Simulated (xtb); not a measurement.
Input file for xtb: GFN1-xTB on C4H4 (a complex), monomers drawn apart or pushed together.

```
$ xtb mol.xyz --gfn 1 --sp --chrg 0 --uhf 0
8

C      0.73750248    -0.13074485    -0.66725467
C     -0.43466452     0.09780457    -0.75002764
H      1.77855594    -0.33368749    -0.59542961
H     -1.47549234     0.30065028    -0.82532973
C     -0.26252919     0.02714186     5.19312398
C     -0.34750923     0.03568799     6.38758153
H     -0.18715791     0.01941490     4.13060920
H     -0.42284709     0.04296320     7.44745204
```

The head of its log:

```
[...]
           -------------------------------------------------
          |                Calculation Setup                |
           -------------------------------------------------



molecular fragmentation (1/2 indicates fragments):
11112222
# atoms in fragment 1/2:     4     4
 fragment masses (1/2) :       26.04       26.04
CMA distance (Bohr)    :  12.312
constraining FC (au)   :  0.0500

           -------------------------------------------------
          |                 G F N 1 - x T B                 |
           -------------------------------------------------

        Reference                      10.1021/acs.jctc.7b00118
      * Hamiltonian:
        H0-scaling (s, p, d)           1.850000    2.250000    2.000000
        zeta-weighting                 0.000000
      * Dispersion:
        s8                             2.400000
        a1                             0.630000
        a2                             5.000000
        s9                             0.000000
      * Repulsion:
        kExp                           1.500000
        rExp                           1.000000
      * Coulomb:
        alpha                          2.000000
        third order                    atomic
        anisotropic                    false
      * Halogen bond correction:
        rad-scale                      1.300000
        damping                        0.440000


          ...................................................
          :                      SETUP                      :
          :.................................................:
          :  # basis functions                  24          :
          :  # atomic orbitals                  24          :
          :  # shells                           16          :
          :  # electrons                        20          :
          :  # halogen bonds                     0          :
          :  max. iterations                   250          :
          :  Hamiltonian                  GFN1-xTB          :
          :  restarted?                      false          :
          :  GBSA solvation                  false          :
          :  PC potential                    false          :
          :  electronic temp.          300.0000000     K    :
          :  accuracy                    1.0000000          :
          :  -> integral cutoff          0.2500000E+02      :
          :  -> integral neglect         0.1000000E-07      :
          :  -> SCF convergence          0.1000000E-05 Eh   :
          :  -> wf. convergence          0.2000000E-04 e    :
          :  Broyden damping             0.4000000          :
          :  net charge                          0          :
          :  unpaired electrons                  0          :
          ...................................................

 iter      E             dE          RMSdq      gap      omega  full diag
   1    -10.7259625 -0.107260E+02  0.948E+00    7.32       0.0  T
   2    -10.7323059 -0.634341E-02  0.561E+00    7.32       1.0  T
```

**Question.** What total energy does the run end on?

**Answer.** -10.4321 hartree.
